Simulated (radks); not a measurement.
The carbon anion C4-, [Ne], held by a Watson sphere: a shell of charge +4 at radius R that stands for the Madelung well of a crystal (potential energy -4/R inside, -4/r outside, in hartree with lengths in bohr). All-electron calculation, non-relativistic Kohn-Sham, r2SCAN, spin-polarised, spherical densities, point nucleus; meta-GGA in the generalised Kohn-Sham scheme. Program: a radial shooting solver on a logarithmic mesh with Libxc functionals.

\begin{tabular}{lrrrrrr}
R (bohr) & e(1s) (eV) & e(2s) (eV) & e(2p) (eV) & <r> 2p (bohr) & sum of <r^2> (bohr^2) & X-ray form factor at sin(theta)/lambda = 0.3 1/angstrom \\ \hline
1.6 & -268.44 & -19.237 & -9.418 & 1.735 & 28.23 & 2.879 \\
1.64 & -268.53 & -18.994 & -9.255 & 1.759 & 28.95 & 2.832 \\
1.75 & -268.83 & -18.339 & -8.823 & 1.824 & 30.98 & 2.719 \\
2.17 & -270.20 & -16.089 & -7.383 & 2.067 & 39.17 & 2.456 \\
2.32 & -270.65 & -15.403 & -6.941 & 2.152 & 42.28 & 2.412 \\
2.42 & -270.92 & -14.981 & -6.666 & 2.209 & 44.41 & 2.393 \\
2.64 & -271.44 & -14.149 & -6.111 & 2.335 & 49.26 & 2.373 \\
2.71 & -271.59 & -13.910 & -5.949 & 2.375 & 50.85 & 2.371 \\
3.77 & -272.84 & -11.566 & -4.167 & 2.999 & 78.52 & 2.422 \\
\end{tabular}
